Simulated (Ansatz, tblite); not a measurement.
Cost and result up the ladder for the cluster Cu₄B (the lowest doublet isomer of a short search) (5 atoms). Total charge 0; doublet. Geometry: B3LYP-D4/def2-SVP.

Cartesian coordinates in Å:
```
B -0.910 0.048 0.257
Cu -0.832 0.119 -1.687
Cu 0.714 -1.212 -0.269
Cu 0.863 1.129 -0.177
Cu 0.164 -0.084 1.875
```

Ansatz on 4 threads of INTEL XEON PLATINUM 8581C on a shared host; xTB runs through tblite on one thread. Times are rough, summed over both states, and most runs start from the orbitals of an earlier one. PBE0-D4/def2-TZVP serves as the yardstick here, not as an exact answer. The other state is a triplet.

The xTB rows come from tblite. The structure comes from a short search, and lower isomers may exist.

Raw xTB energies of ions are shifted by several eV, and xTB has no spin-polarisation term.

```json
{"level": "GFN1-xTB", "functions": "40", "wall time": "0.014 s", "vertical IE (eV)": "13.63", "difference from PBE0-D4/def2-TZVP (eV)": "6.90"}
{"level": "GFN2-xTB", "functions": "40", "wall time": "0.018 s", "vertical IE (eV)": "9.76", "difference from PBE0-D4/def2-TZVP (eV)": "3.04"}
{"level": "PBE-D4/def2-TZVP (with forces)", "functions": "211", "wall time": "8.1 s", "vertical IE (eV)": "7.03", "difference from PBE0-D4/def2-TZVP (eV)": "0.31"}
{"level": "PBE0-D4/def2-TZVP", "functions": "211", "wall time": "19 s", "vertical IE (eV)": "6.72", "difference from PBE0-D4/def2-TZVP (eV)": "0.00"}
{"level": "r2SCAN-D4/def2-TZVP", "functions": "211", "wall time": "21 s", "vertical IE (eV)": "6.86", "difference from PBE0-D4/def2-TZVP (eV)": "0.13"}
```
